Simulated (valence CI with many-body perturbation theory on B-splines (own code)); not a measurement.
**Gd⁵⁹⁺: electric-dipole lines**

Computed by configuration interaction combined with many-body perturbation theory (CI+MBPT): three valence electrons over a frozen Dirac-Fock core [He], a basis of 11 s, 11 p, 10 d, 8 f, 5 g, 2 h functions for each j, with the one-electron correlation potential Σ1 (screened to all orders), the two-electron term Σ2, the three-electron term Σ3, Breit, model QED; selected single and double excitations, second order for the rest, scaled by the run's own slope (own B-spline code, finite nucleus).

No measured spectrum was set against this ion. As an estimate, large intervals hold to a few tenths of a per cent, small ones and those within an open d or f shell to about a per cent.

Lines 51 to 100 of 575 in falling wavelength, among levels below 11010 eV, chosen from the strongest by gf and those to the six lowest levels. Wavelengths and rates use the calculated energies. Electric multipoles are in the length gauge, E1 and E2 with the static RPA response of the core. Weak lines are less certain than strong ones. Lines between different terms over intervals too small for the method are left out, as are lines whose strength nearly cancels. The highest levels of a list are the least certain.

Levels are named by their leading jj configuration (3d3/2^4 stands for four electrons in 3d with j = 3/2), which in mixed levels can hold well under half, so a name can repeat and another be missing. Letters in brackets count levels of one name in rising energy.

```tsv
λ vac (Å)	Upper	Lower	A (s⁻¹)	S (a.u.) with core polarisation	S without
102.5	(2p1/2 2p3/2 3d5/2) J=3/2 [a]	(2p1/2 2p3/2 3p3/2) J=1/2 [a]	1.23e+10	2.61e-02	2.61e-02
102.3	(2s^2 4p3/2) J=3/2	(2s^2 4s) J=1/2	8.21e+10	1.74e-01	1.74e-01
101.8	(2s 2p1/2 4p3/2) J=3/2 [a]	(2s 2p1/2 4s) J=1/2 [a]	8.71e+10	1.81e-01	1.82e-01
101.5	(2s 2p1/2 4p3/2) J=5/2	(2s 2p1/2 4s) J=3/2	9.10e+10	2.82e-01	2.82e-01
100.7	(2s 2p1/2 4p3/2) J=3/2 [b]	(2s 2p1/2 4s) J=3/2	3.68e+10	7.41e-02	7.41e-02
84.86	(2p3/2^2 3d5/2) J=5/2 [a]	(2p3/2^2 3p3/2) J=5/2	1.33e+10	2.40e-02	2.40e-02
83.34	(2s 2p1/2 2p3/2) J=3/2 [a]	(2s^2 2p3/2) J=3/2	6.89e+08	7.87e-04	7.88e-04
77.40	(2p1/2 2p3/2 3p3/2) J=7/2	(2s 2p3/2 3p3/2) J=5/2 [b]	1.68e+10	3.07e-02	3.07e-02
66.77	(2s 2p1/2 2p3/2) J=5/2	(2s^2 2p3/2) J=3/2	6.18e+09	5.45e-03	5.46e-03
58.24	(2s 2p1/2^2) J=1/2	(2s^2 2p1/2) J=1/2	1.62e+10	3.17e-03	3.17e-03
57.33	(2p1/2 2p3/2 3p3/2) J=7/2	(2s 2p3/2 3p3/2) J=5/2 [a]	2.09e+10	1.55e-02	1.55e-02
56.30	(2p1/2^2 3p3/2) J=3/2	(2s 2p1/2 3p3/2) J=1/2	6.59e+10	2.32e-02	2.32e-02
55.60	(2p1/2^2 4f7/2) J=7/2	(2s 2p1/2 4f7/2) J=9/2	2.42e+10	1.64e-02	1.64e-02
55.14	(2p1/2 2p3/2 3p3/2) J=3/2 [a]	(2s 2p3/2 3p3/2) J=3/2 [a]	4.39e+10	1.45e-02	1.46e-02
55.08	(2p1/2^2 2p3/2) J=3/2	(2s 2p1/2 2p3/2) J=1/2	1.10e+10	3.62e-03	3.63e-03
54.79	(2p1/2^2 4d5/2) J=5/2	(2s 2p1/2 4d5/2) J=7/2	3.00e+10	1.46e-02	1.46e-02
53.04	(2p1/2^2 3d5/2) J=5/2	(2s 2p1/2 3d5/2) J=7/2	3.31e+10	1.46e-02	1.47e-02
51.74	(2p1/2 2p3/2 3p3/2) J=5/2 [b]	(2s 2p3/2 3p3/2) J=5/2 [a]	3.36e+10	1.38e-02	1.38e-02
50.48	(2s 2p1/2 2p3/2) J=1/2	(2s^2 2p3/2) J=3/2	1.30e+10	1.66e-03	1.66e-03
50.14	(2s 2p1/2 2p3/2) J=3/2 [b]	(2s^2 2p3/2) J=3/2	9.29e+09	2.31e-03	2.32e-03
49.09	(2p1/2 2p3/2 3d3/2) J=5/2 [b]	(2p1/2 2p3/2 3p1/2) J=3/2 [b]	8.52e+10	2.99e-02	2.99e-02
48.31	(2s 2p1/2 3d3/2) J=3/2 [b]	(2s 2p1/2 3p1/2) J=1/2 [b]	8.85e+10	1.97e-02	1.97e-02
48.07	(2p1/2 2p3/2 3d3/2) J=3/2 [b]	(2p1/2 2p3/2 3p1/2) J=3/2 [b]	9.76e+10	2.14e-02	2.14e-02
47.18	(2s 2p1/2 3d3/2) J=1/2	(2s 2p1/2 3p1/2) J=1/2 [b]	1.62e+11	1.68e-02	1.68e-02
46.52	(2p1/2 2p3/2 3d3/2) J=1/2 [b]	(2p1/2 2p3/2 3p1/2) J=3/2 [b]	1.49e+11	1.49e-02	1.49e-02
46.45	(2p3/2^2 3p3/2) J=5/2	(2p3/2^2 3s) J=3/2	1.30e+11	3.87e-02	3.87e-02
46.39	(2s 2p3/2 3d3/2) J=5/2 [a]	(2s 2p3/2 3p1/2) J=5/2	1.08e+11	3.19e-02	3.20e-02
46.20	(2p3/2^2 3p3/2) J=1/2	(2p3/2^2 3s) J=3/2	2.69e+11	2.61e-02	2.62e-02
46.05	(2p3/2^2 3d3/2) J=3/2 [b]	(2p3/2^2 3p1/2) J=1/2	1.60e+11	3.09e-02	3.09e-02
46.04	(2p3/2^2 3d3/2) J=5/2	(2p3/2^2 3p1/2) J=5/2	9.82e+10	2.84e-02	2.84e-02
45.99	(2s 2p3/2 3d3/2) J=5/2 [a]	(2s 2p3/2 3p1/2) J=3/2 [a]	8.53e+10	2.46e-02	2.46e-02
45.93	(2p3/2^2 3d3/2) J=3/2 [a]	(2p3/2^2 3p1/2) J=3/2	1.49e+11	2.85e-02	2.85e-02
45.81	(2p3/2^2 3d3/2) J=7/2	(2p3/2^2 3p1/2) J=5/2	1.93e+11	7.32e-02	7.32e-02
45.64	(2p3/2^2 3d3/2) J=5/2	(2p3/2^2 3p1/2) J=3/2	8.89e+10	2.50e-02	2.50e-02
45.49	(2p1/2 2p3/2 3d3/2) J=3/2 [a]	(2p1/2 2p3/2 3p1/2) J=3/2 [a]	6.41e+10	1.19e-02	1.19e-02
45.45	(2s 2p3/2 3d3/2) J=7/2	(2s 2p3/2 3p1/2) J=5/2	1.76e+11	6.51e-02	6.51e-02
45.37	(2s 2p3/2 3d3/2) J=5/2 [b]	(2s 2p3/2 3p1/2) J=3/2 [b]	1.94e+11	5.38e-02	5.38e-02
45.27	(2p1/2 2p3/2 3d3/2) J=5/2 [a]	(2p1/2 2p3/2 3p1/2) J=3/2 [a]	1.43e+11	3.93e-02	3.93e-02
45.23	(2s 2p1/2 3d3/2) J=3/2 [a]	(2s 2p1/2 3p1/2) J=1/2 [a]	1.81e+11	3.31e-02	3.31e-02
45.10	(2s 2p3/2 3d3/2) J=3/2 [a]	(2s 2p3/2 3p1/2) J=3/2 [a]	1.70e+11	3.08e-02	3.08e-02
45.05	(2p3/2^2 3d3/2) J=1/2	(2p3/2^2 3p1/2) J=3/2	1.96e+11	1.77e-02	1.77e-02
44.97	(2s 2p3/2 3p3/2) J=3/2 [a]	(2s 2p3/2 3s) J=3/2 [a]	2.39e+11	4.29e-02	4.29e-02
44.94	(2s^2 3d3/2) J=3/2	(2s^2 3p1/2) J=1/2	1.91e+11	3.42e-02	3.42e-02
44.90	(2s 2p1/2 3d3/2) J=5/2	(2s 2p1/2 3p1/2) J=3/2	1.79e+11	4.79e-02	4.79e-02
44.89	(2p1/2 2p3/2 3d3/2) J=7/2	(2p1/2 2p3/2 3p1/2) J=5/2	1.73e+11	6.17e-02	6.17e-02
44.80	(2p3/2^2 3p3/2) J=7/2	(2p3/2^2 3s) J=5/2	3.10e+11	1.10e-01	1.10e-01
44.79	(2p3/2^2 3p3/2) J=5/2	(2p3/2^2 3s) J=5/2	1.57e+11	4.18e-02	4.18e-02
44.71	(2s 2p1/2 3p3/2) J=3/2 [b]	(2s 2p1/2 3s) J=1/2 [b]	1.62e+11	2.86e-02	2.86e-02
44.63	(2p1/2^2 3d3/2) J=3/2	(2p1/2^2 3p1/2) J=1/2	1.66e+11	2.91e-02	2.91e-02
44.59	(2s 2p3/2 3d3/2) J=1/2 [a]	(2s 2p3/2 3p1/2) J=3/2 [a]	2.27e+11	1.99e-02	1.99e-02
```
